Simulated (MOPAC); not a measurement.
A run for MOPAC: PM3 on PS, 2S+1 = 2, a spin state set in the input, which need not be the lowest, a point of a bond scan (R = 1.807 Å).

```
PM3 1SCF PRECISE CHARGE=0 UHF MS=0.5 THREADS=1
PS

P      0.00000000 1     0.00000000 1     0.00000000 1
S      0.00000000 1     0.00000000 1     1.80655600 1
```

Output:

```
*******************************************************************************
 **                                                                           **
 **                              MOPAC v23.2.5                                **
 **                                                                           **
 *******************************************************************************
 ** MOPAC's Digital Object Identifier: https://doi.org/10.5281/zenodo.6511958 **
 **                                                                           **
 ** Please cite the open-source release paper for use of this MOPAC version:  **
 ** J. E. Moussa and J. J. P. Stewart (2026)                                  **
 ** MOPAC: An open-source semiempirical molecular orbital program             **
 ** J. Open Source Softw., 11(119), 8025, https://doi.org/10.21105/joss.08025 **
 *******************************************************************************

                              PM3 CALCULATION RESULTS

 *******************************************************************************
 *  PM3        - The PM3 Hamiltonian to be used
 *  UHF        - UNRESTRICTED HARTREE-FOCK CALCULATION
 *
 *
 *
 *                 CHARGE ON SYSTEM = 0
 *
 *
 *
 *  MS=        - IN MECI, MAGNETIC COMPONENT OF SPIN =  0.5
 *  PRECISE    - TIGHTER CRITERIA TO BE USED
 *  1SCF       - DO 1 SCF AND THEN STOP
 *  THREADS=1  - MULTI-THREADING NOT USED
 *  T=         - A TIME OF 172800.0 SECONDS REQUESTED
 *  DUMP=N     - RESTART FILE WRITTEN EVERY 7200.0 SECONDS REQUESTED
 *******************************************************************************
PM3 1SCF PRECISE CHARGE=0 UHF MS=0.5 THREADS=1
 PS

   ATOM   CHEMICAL          X               Y               Z
  NUMBER   SYMBOL      (ANGSTROMS)     (ANGSTROMS)     (ANGSTROMS)

     1       P          0.00000000  *   0.00000000  *   0.00000000  *
     2       S          0.00000000  *   0.00000000  *   1.80655600  *



          CARTESIAN COORDINATES

    NO.       ATOM           X           Y           Z

     1         P          0.0000      0.0000      0.0000
     2         S          0.0000      0.0000      1.8066

  P: (PM3): J. J. P. STEWART, J. COMP. CHEM. 10, 209 (1989).
  S: (PM3): J. J. P. STEWART, J. COMP. CHEM. 10, 209 (1989).

           Empirical Formula: P S  =     2 atoms



      MOLECULAR POINT GROUP   :   C*v


          UHF CALCULATION, NO. OF ALPHA ELECTRONS =    6
                           NO. OF BETA  ELECTRONS =    5

 -------------------------------------------------------------------------------
 PM3 1SCF PRECISE CHARGE=0 UHF MS=0.5 THREADS=1
 PS



     1SCF WAS SPECIFIED, SO BFGS WAS NOT USED
     SCF FIELD WAS ACHIEVED


                              PM3 CALCULATION
                                                       MOPAC v23.2.5 Linux




          FINAL HEAT OF FORMATION =         46.00028 KCAL/MOL =     192.46517 KJ/MOL


          COSMO AREA              =         81.28 SQUARE ANGSTROMS
          COSMO VOLUME            =         65.45 CUBIC ANGSTROMS

          IONIZATION POTENTIAL    =          8.191677 EV
          ALPHA SOMO LUMO (EV)    =         -8.192 -2.600
          BETA  SOMO LUMO (EV)    =        -10.209 -1.862
          NO. OF ALPHA ELECTRONS  =          6
          NO. OF BETA  ELECTRONS  =          5
          MOLECULAR WEIGHT        =         63.0338         POINT GROUP:  C*v

          MOLECULAR DIMENSIONS (Angstroms)

            Atom       Atom       Distance
            S     2    P     1     1.80656
            S     2    P     1     0.00000
            P     1    S     2     0.00000


          SCF CALCULATIONS        =          1





   ATOM   CHEMICAL          X               Y               Z
  NUMBER   SYMBOL      (ANGSTROMS)     (ANGSTROMS)     (ANGSTROMS)

     1       P          0.00000000  *   0.00000000  *   0.00000000  *
     2       S          0.00000000  *   0.00000000  *   1.80655600  *

                             CARTESIAN COORDINATES

   1    P        0.000000000     0.000000000     0.000000000
   2    S        0.000000000     0.000000000     1.806556000


           Empirical Formula: P S  =     2 atoms



      MOLECULAR POINT GROUP   :   C*v


          ALPHA EIGENVALUES
 -28.66232 -19.29212 -12.29220 -12.29220 -11.45449  -8.19168  -2.59992  -2.59992


           BETA EIGENVALUES
 -27.17713 -17.20816 -11.04698 -11.04698 -10.20874  -1.86242  -1.86242   0.16337


              NET ATOMIC CHARGES AND DIPOLE CONTRIBUTIONS

  ATOM NO.   TYPE          CHARGE      No. of ELECS.   s-Pop       p-Pop
    1          P           0.101441        4.8986     1.92458     2.97398
    2          S          -0.101441        6.1014     1.96344     4.13800
 DIPOLE           X         Y         Z       TOTAL
 POINT-CHG.     0.000     0.000    -0.880     0.880
 HYBRID         0.000    -0.000     0.130     0.130
 SUM            0.000    -0.000    -0.750     0.750


          ATOMIC ORBITAL ELECTRON POPULATIONS

     Atom    s        px        py        pz
    1  P   1.92458   0.67462   0.67462   1.62474
    2  S   1.96344   1.32538   1.32538   1.48724


                    (SZ)    =    0.500000
                    (S**2)  =    0.915710


          ATOMIC ORBITAL SPIN POPULATIONS

    Atom   Total    s     px     py     pz
         Atomic
    1  P -0.0908  0.075 -0.271 -0.271  0.375
    2  S  1.0908  0.037  0.271  0.271  0.513

 **********************
 *                    *
 * JOB ENDED NORMALLY *
 *                    *
 **********************




 == MOPAC DONE ==
```

The run finished. Its determinant has ⟨S²⟩ = 0.92, a mixture of spin states.

Cost: about 0.020 core-seconds (a rough figure).
